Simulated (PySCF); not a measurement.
Au(CO) (CAuO), SMILES [O+]#[C-]->[Au] (connectivity only; charge and spin as stated), neutral, multiplicity 2.

Geometry: B3LYP-D3(BJ)/def2-TZVP. The multiplicity is an assumed one; other spin states were not compared. The isomer is the one that the SMILES or the coordinates give; other isomers of the formula were not compared. The def2 effective core potentials stand for the cores of Au; spin–orbit coupling is left out.

All values below come from PBE/def2-TZVPD (PySCF).

**Question.** Estimate the frontier levels, dipole moment and polarisability. (Estimate from the structure and the level; the computed values follow.)

**Answer.** 
```
Item                                                                                                            Result
---------------------------------------------------------------------------------------------  -----------------------
α spin, highest occupied and lowest empty level                                                     -5.17 and -2.78 eV
β spin, highest occupied and lowest empty level                                                     -7.11 and -4.30 eV
dipole moment                                                                                                   0.36 D
quadrupole, principal values (traceless, Buckingham form, about the centre of nuclear charge)    -1.22, 0.38, 0.83 D·Å
mean static polarisability                                                                        55.6 bohr³ (8.24 Å³)
polarisability, principal values                                                                41.5, 42.6, 82.9 bohr³
⟨S²⟩                                                                                           0.753 (pure state 0.75)
```
